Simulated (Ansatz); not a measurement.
Stepwise reaction of `[NH2][Ti]([NH2])([F])[F]` with hydrogen fluoride, as a gas-phase model of exchange steps in deposition or etching. ΔE in kJ/mol; ΔG adds harmonic PBE0-D4 terms to CCSD(T)/CBS, at 1 bar.

Isolated molecules relaxed with PBE0-D4/def2-TZVP in Ansatz; ΔE leaves out vibrations. CCSD(T)/CBS is the MP2 limit (def2-TZVPP, def2-QZVPP) plus CCSD(T) − MP2 in def2-TZVPP, frozen cores. This one scheme is used for every species. Functionals use def2-TZVPP. B3LYP here is the variant with VWN-RPA as its local correlation; programs differ in this. For Ti outer-core shells are correlated without core-valence functions, which leaves a few kJ/mol of doubt a bond. Scalar relativity is left out up to krypton. Each species was taken in one conformer, which may not be the lowest.

```
step                                                           reaction  PBE-D4  B3LYP-D4  ωB97M-V  CCSD(T)/CBS  ΔG(500 K)
   1  `[NH2][Ti]([NH2])([F])[F]` + H–F → `[NH2][Ti]([F])([F])[F]` + NH₃  -105.1    -103.5   -105.3        -90.8      -93.4
   2      `[NH2][Ti]([F])([F])[F]` + H–F → `[F][Ti]([F])([F])[F]` + NH₃  -100.4     -96.8    -98.8        -85.5      -62.2
```

Problem. By hand: ΔE of the 2 steps together at CCSD(T)/CBS.

Solution. (-90.8) + (-85.5) = -176.3 kJ/mol, or -88.2 kJ/mol a step.

In ΔE each step is higher than the one before. All are downhill at CCSD(T)/CBS. ΔG lies between -93.4 and -62.2 kJ/mol a step. PBE-D4 differs from CCSD(T)/CBS by -14.9 to -14.3 kJ/mol a step. Isolated molecules leave out the surface, adducts and barriers. Largest T1 diagnostic: 0.024.
